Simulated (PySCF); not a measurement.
**Radial density of I⁺ (iodine, charge +1)**

UHF, [Kr] 4d10 5s2 5p3 6s1, high-spin 5S determinant (an excited configuration). Calculation: PySCF 2.14, in aug-cc-pwCVTZ-PP with ECP28MDF (8s7p6d4f1g, 96 functions); a scalar-relativistic core potential. This is the valence pseudo-density: the core potential removes the inner electrons and smooths the orbitals near the nucleus.

```json
{"r (bohr)": "0.00215", "4πr²ρ (e/bohr)": "1.483e-05", "4πr²(ρα − ρβ)": "0.0000"}
{"r (bohr)": "0.00362", "4πr²ρ (e/bohr)": "4.088e-05", "4πr²(ρα − ρβ)": "0.0000"}
{"r (bohr)": "0.00608", "4πr²ρ (e/bohr)": "0.0001078", "4πr²(ρα − ρβ)": "0.0000"}
{"r (bohr)": "0.0102", "4πr²ρ (e/bohr)": "0.0002566", "4πr²(ρα − ρβ)": "0.0000"}
{"r (bohr)": "0.0172", "4πr²ρ (e/bohr)": "0.0005153", "4πr²(ρα − ρβ)": "0.0000"}
{"r (bohr)": "0.0289", "4πr²ρ (e/bohr)": "0.0008989", "4πr²(ρα − ρβ)": "0.0000"}
{"r (bohr)": "0.0487", "4πr²ρ (e/bohr)": "0.001395", "4πr²(ρα − ρβ)": "0.0000"}
{"r (bohr)": "0.0819", "4πr²ρ (e/bohr)": "0.003711", "4πr²(ρα − ρβ)": "0.0001"}
{"r (bohr)": "0.138", "4πr²ρ (e/bohr)": "0.02676", "4πr²(ρα − ρβ)": "0.0006"}
{"r (bohr)": "0.232", "4πr²ρ (e/bohr)": "0.3491", "4πr²(ρα − ρβ)": "0.0074"}
{"r (bohr)": "0.390", "4πr²ρ (e/bohr)": "5.528", "4πr²(ρα − ρβ)": "0.1309"}
{"r (bohr)": "0.655", "4πr²ρ (e/bohr)": "26.50", "4πr²(ρα − ρβ)": "0.3549"}
{"r (bohr)": "1.10", "4πr²ρ (e/bohr)": "13.37", "4πr²(ρα − ρβ)": "0.1313"}
{"r (bohr)": "1.85", "4πr²ρ (e/bohr)": "3.943", "4πr²(ρα − ρβ)": "1.8392"}
{"r (bohr)": "3.12", "4πr²ρ (e/bohr)": "0.9602", "4πr²(ρα − ρβ)": "0.7491"}
{"r (bohr)": "5.25", "4πr²ρ (e/bohr)": "0.2696", "4πr²(ρα − ρβ)": "0.2680"}
{"r (bohr)": "8.82", "4πr²ρ (e/bohr)": "0.01326", "4πr²(ρα − ρβ)": "0.0133"}
```

Energies and moments cover only the electrons outside the core potential. The outer electron is Rydberg-like, and this basis confines it to a smaller radius and binds it less than a complete one would.
